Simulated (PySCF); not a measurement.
Molecule: SMILES C(=O)(O)CC[SiH3], C3H8O2Si.

Mapped SMILES: `[O:1]=[C:2]([OH:3])[CH2:4][CH2:5][SiH3:6]`. Hydrogens are named by the atom that carries them.

Geometry PBE0-D3(BJ)/def2-SVP throughout; GIAO in PySCF 2.14.0 with density-fitted response routines, gas phase, one conformer, non-relativistic; equivalent atoms averaged; functional PBE0.

For orientation, 6-31G gives these absolute shieldings σ: O1 -83.9, C2 28.4, C4 168.6, C5 195.5, Si6 485.0, H(O3) 27.10, H(C4) 30.04, H(Si6) 28.75, H(C5) 31.85 ppm.

A run gave: O1 -46.3, C2 30.3, C4 165.5, C5 190.3, Si6 452.7, H(O3) 26.58, H(C4) 29.62, H(Si6) 27.73, H(C5) 31.31 ppm (absolute shieldings σ).

**Question.** Which basis set was used in that run?
A. STO-3G
B. pcSseg-1
C. 6-311+G(2d,p)
D. 6-31G*

**Answer.** D. C2 tells them apart best: 6-31G* gives 30.3, 6-311+G(2d,p) gives 7.6, pcSseg-1 gives 4.1, STO-3G gives 115.9 ppm.
